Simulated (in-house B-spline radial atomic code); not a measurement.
A fraction x of an electron is removed from 4d in Rh V (Rh4+), starting from [Kr] 4d5 and keeping the highest spin. Method: non-relativistic wB97X, spin-polarised, spherical fractional occupations, point nucleus. Calculated with an all-electron radial atomic-structure program (B-spline basis).

Caution: exact exchange at fractional occupations of open shells leaves self-interaction of up to several eV.

| x | E(x) - E(0) (eV) | 4d up level (eV) |
| --- | --- | --- |
| 0 | 0.0000 | -61.452 |
| 0.06 | 3.7122 | -62.289 |
| 0.15 | 9.3749 | -63.550 |
| 0.29 | 18.4101 | -65.526 |
| 0.42 | 27.0485 | -67.376 |
| 0.5 | 32.4844 | -68.521 |
| 0.51 | 33.1703 | -68.665 |
| 0.71 | 47.1917 | -71.554 |
| 0.8 | 53.6904 | -72.865 |
| 0.89 | 60.3075 | -74.182 |
| 1 | 68.5565 | -75.801 |

The exact functional would give a straight line between the two integer points. Deviations E(x) - E(0) - x[E(1) - E(0)], in eV: -0.401 at x = 0.06, -0.909 at x = 0.15, -1.471 at x = 0.29, -1.745 at x = 0.42, -1.794 at x = 0.5, -1.794 at x = 0.51, -1.483 at x = 0.71, -1.155 at x = 0.8, -0.708 at x = 0.89.

The curve lies below the straight line by up to 1.794 eV (at x = 0.5): convex, the delocalisation error, to which spherically averaged exact exchange adds.

**Question.** How well does Slater's transition state (minus the level at half occupation) give the ionisation energy?

**Answer.** It gives 68.521 eV against 68.556 eV from the two total energies; NIST lists 63.00 eV, ground level to ground level. The end point has an open shell averaged over its orbitals, so its exact exchange keeps a self-interaction and this is no true integer point.
